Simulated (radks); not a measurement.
Task: Ionisation of neutral rubidium, [Kr] 5s1, to [Kr] as the strength of local exchange is varied. Calculated with a radial shooting solver on a logarithmic mesh with Libxc functionals: Dirac Kohn-Sham, Slater X-alpha exchange (alpha = 2/3 is LDA exchange), no correlation, spin-unpolarised, spherical densities, finite nucleus; Fermi nuclear charge, rms radius 4.2036 fm.

| alpha | E(Rb) (hartree) | exchange (hartree) | IE (eV) | -e of the level emptied (eV) | <r> of it (bohr) |
|---|---|---|---|---|---|
| 0.667 | -2974.56266 | -93.82633 | 3.594 | 1.705 (5s1/2) | 5.406 |
| 0.777 | -2990.07467 | -109.84238 | 3.963 | 2.045 (5s1/2) | 5.144 |
| 0.811 | -2994.88482 | -114.82373 | 4.080 | 2.155 (5s1/2) | 5.070 |
| 0.833 | -2998.00118 | -118.05474 | 4.157 | 2.227 (5s1/2) | 5.023 |
| 0.995 | -3021.04335 | -142.03479 | 4.745 | 2.792 (5s1/2) | 4.709 |
| x | -2982.87319 | -102.39773 | 3.790 | 1.884 (5s1/2) | 5.262 |

Which alpha was used in the last row?

Result: alpha = 0.726. NIST Atomic Spectra Database: 4.177 eV (measured). The Delta-SCF value meets it near alpha = 0.84. Spin polarisation and multiplet splitting are left out, so open shells lie too high by an amount that depends on their filling.

Beside tabulated values, note that spin-unpolarised runs miss the spin-polarisation part of the exchange energy of open shells.
